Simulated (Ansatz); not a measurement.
The same path of BCl3 + H2 (6 atoms, charge 0, multiplicity 1) was run twice with different band settings. Lost on the way: B1–Cl2, H5–H6. Made: B1–H5, Cl2–H6.

The calculation used RKS B3LYP-D4/6-31G* (Ansatz).

Relaxed end points:

```xyz
6
Properties=species:S:1:pos:R:3
B -0.008 0.596 0.065
Cl -0.015 1.022 1.764
Cl 1.511 0.424 -0.789
Cl -1.522 0.348 -0.781
H 0.081 -2.654 0.614
H 0.071 -2.406 1.314
```

```xyz
6
Properties=species:S:1:pos:R:3
B 0.129 -0.392 -0.757
Cl 0.261 -0.326 2.533
Cl 1.441 0.749 -0.961
Cl -1.540 0.119 -0.903
H 0.374 -1.535 -0.567
H -0.547 -1.284 2.840
```

Common settings: movable images 7; climbing image yes; optimiser quadratic models (default); start path through a guess of the saddle point; force threshold 0.03 eV/Å; end points relaxed.

| run | spring | iteration limit |
| --- | --- | --- |
| 1 | 5.0 eV/Å² | 46 |
| 2 | 0.1 eV/Å² | 37 |

Task: What does each run give, and how far can it be trusted?

Result: Run 1: not converged after 46 iterations, highest image 1.857 eV above the first end. The band didn't meet its force threshold, so its energies are provisional: the largest band force was still 0.16 eV/Å, and over the last iterations the top stayed at 1.86 eV.
Run 2: converged after 37 iterations, highest image 1.857 eV above the first end. The order of the point at the top wasn't checked.
The orbitals stay closed-shell, which can raise the energy where a bond breaks towards radicals; this wasn't checked here.
